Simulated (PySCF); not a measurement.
**How the method changes the constants of AsC⁺**

State: ³Π (triplet), unpaired electrons σ ↑, π ↑. Set-up: As pcseg-1, C pcseg-1; no relativity (PySCF 2.14). De refers to As⁺ + C in their high-spin ground configurations, without counterpoise correction. The functionals are run spin-unrestricted. A positive dipole points towards C; it is taken about the centre of mass and depends on that origin. Levels whose curve was spin-contaminated or gave no clean fit are not listed.

```json
{"Level": "ROHF-CCSD", "Re (Å)": "1.759", "ωe (cm⁻¹)": "915", "De (eV)": "3.21", "μ (D)": "n/a"}
{"Level": "ROHF-CCSD(T)", "Re (Å)": "1.773", "ωe (cm⁻¹)": "867", "De (eV)": "3.47", "μ (D)": "n/a"}
{"Level": "PBE", "Re (Å)": "1.768", "ωe (cm⁻¹)": "881", "De (eV)": "4.44", "μ (D)": "0.30"}
{"Level": "r²SCAN", "Re (Å)": "1.752", "ωe (cm⁻¹)": "902", "De (eV)": "4.16", "μ (D)": "0.53"}
{"Level": "PBE0", "Re (Å)": "1.745", "ωe (cm⁻¹)": "923", "De (eV)": "3.90", "μ (D)": "0.36"}
{"Level": "B97-3", "Re (Å)": "1.750", "ωe (cm⁻¹)": "916", "De (eV)": "3.77", "μ (D)": "0.27"}
{"Level": "MN15", "Re (Å)": "1.742", "ωe (cm⁻¹)": "918", "De (eV)": "3.73", "μ (D)": "0.61"}
{"Level": "ωB97X", "Re (Å)": "1.737", "ωe (cm⁻¹)": "935", "De (eV)": "3.80", "μ (D)": "0.35"}
```

The bond length runs from 1.737 Å (ωB97X) to 1.773 Å (ROHF-CCSD(T)). De spans 3.21 eV (ROHF-CCSD, coupled cluster) to 4.44 eV (PBE, GGA).

Correlated steps freeze 10 core orbitals. Correlated levels converge slowly with the basis: in double zeta they bind strong bonds too weakly, by up to about 1 eV, and carry superposition errors of some tenths. Spin–orbit coupling is left out. For an ion De counts to the pair picked by the measured ionisation energies or electron affinities, which need not be the lowest pair at this level. The CCSD T1 diagnostic is raised, a sign that a single reference may not be enough here. The state is the lowest determinant that a PBE0 search found; another state may lie lower at other levels.
